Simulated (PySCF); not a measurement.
## He⁺: ionisation energy

He⁺ 1s1 (2S) → He²⁺ (bare nucleus), as a difference of total energies. Calculation: PySCF 2.14, in ANO-RCC-VTZP (3s2p1d, 14 functions); the spin-free X2C one-electron Hamiltonian (Gaussian nucleus). The calculations carry no spin-orbit coupling.

```tsv
method	ionisation energy (eV)	difference from reference (eV)
UHF	54.404	-0.014
LDA	52.817	-1.601
PBE	54.236	-0.182
PBE0	54.316	-0.102
r2SCAN	54.409	-0.009
TPSSh	54.416	-0.002
BP86	54.206	-0.212
wB97M-V	54.110	-0.308
M06-2X	54.292	-0.126
```

Reference: 54.418 eV (theoretical estimate listed by NIST; NIST Atomic Spectra Database, ionization energies).
